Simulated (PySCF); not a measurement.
From one molecule to another.

First species: C₅H₉OPSi.
Cartesian coordinates in Å at the GFN2-xTB level; atoms count from 1:
```xyz
17
C5H9OPSi angstrom
C     -2.8843   -1.0826   -0.7247
C     -1.8225   -0.4384    0.0180
C     -0.9674    0.1032    0.6634
C      0.1257    0.7264    1.3537
C      0.6138    2.0330    0.7162
O      1.9098    1.6474    0.2579
Si     1.8844    0.1078    0.8647
P      1.9317   -1.4247   -0.7562
H     -2.6295   -2.1268   -0.9051
H     -3.8197   -1.0379   -0.1666
H     -3.0210   -0.5833   -1.6837
H     -0.0860    0.8214    2.4170
H      0.0141    2.3584   -0.1347
H      0.7172    2.8525    1.4290
H      2.8115   -0.0059    1.9998
H      1.9013   -2.4958    0.1207
H      3.3138   -1.4428   -0.8300
```

Second species: C2H9FN2Si2.
SMILES: `C(F)[Si@]1(N)C[SiH2]N1`

Levels: PBE0/def2-SVPD for dipole moment, HOMO energy, LUMO energy, HOMO–LUMO gap, static isotropic polarisability and electronic spatial extent ⟨r²⟩ about the centre of nuclear charge; TDDFT PBE0/def2-SVPD for lowest singlet excitation; TDA PBE0/def2-SVPD for lowest triplet excitation (Tamm–Dancoff); GFN2-xTB for rotational constant A and rotational constant C. Geometries: GFN2-xTB. Each structure is a single optimised conformer of the isolated species, non-relativistic unless stated. Electronic properties by PySCF.

Dipoles, sizes and rotational constants follow the conformer. The torsions of the flexible species, by atom-mapped SMILES:
- `[CH3:1][C:2]#[C:3][C@@H:4]1[CH2:5][O:6][Si@@H:7]1[PH2:8]`: H–P8–Si7–O6 180°, H–P8–Si7–O6 87°
- `[NH2:1][Si@@:2]1([CH2:3][F:4])[CH2:5][SiH2:6][NH:7]1`: N1–Si2–C3–F4 47°, H–N1–Si2–C3 -179°, H–N1–Si2–C3 -37°

```tsv
property	column X	column Y
dipole moment	1.55 D	1.18 D
HOMO energy	-6.79 eV	-7.18 eV
LUMO energy	-0.47 eV	0.01 eV
HOMO–LUMO gap	6.32 eV	7.19 eV
lowest singlet excitation	5.20 eV	5.93 eV
lowest triplet excitation (Tamm–Dancoff)	4.79 eV	5.64 eV
static isotropic polarisability	112.2 au	89.0 au
electronic spatial extent ⟨r²⟩ about the centre of nuclear charge	1616 bohr²	1243 bohr²
rotational constant A	1.767 GHz	3.394 GHz
rotational constant C	0.729 GHz	0.992 GHz
```

(1) Which column belongs to which species?

(2) How does each property change from the first species to the second?

Results:

(1) Column X is the first species and column Y the second. The first has 17 atoms and 76 electrons, the second 16 and 72.

(2) dipole moment -0.37 D; HOMO energy -0.39 eV; LUMO energy +0.48 eV; HOMO–LUMO gap +0.87 eV; lowest singlet excitation +0.73 eV; lowest triplet excitation (Tamm–Dancoff) +0.85 eV; static isotropic polarisability -23.2 au; electronic spatial extent ⟨r²⟩ about the centre of nuclear charge -373 bohr²; rotational constant A +1.627 GHz; rotational constant C +0.263 GHz.

On the first: The vertical singlet–triplet gap S1 − T1 is 0.41 eV (TDDFT singlet less Tamm–Dancoff triplet; S1: HOMO→LUMO, weight 0.97; T1: HOMO→LUMO, weight 0.86). The principal polarisabilities are 86.2, 114.8 and 135.7 au; their mean is the isotropic value. GFN2-xTB frequencies show an imaginary mode (32i cm⁻¹), so this geometry is no minimum at that level.

On the second: No computed singlet falls in the visible range (750 to 380 nm, 1.65 to 3.26 eV); S1 lies 2.67 eV above its blue end. S1 lies 1.26 eV below the HOMO–LUMO gap; its leading configuration is HOMO→LUMO, weight 0.88.
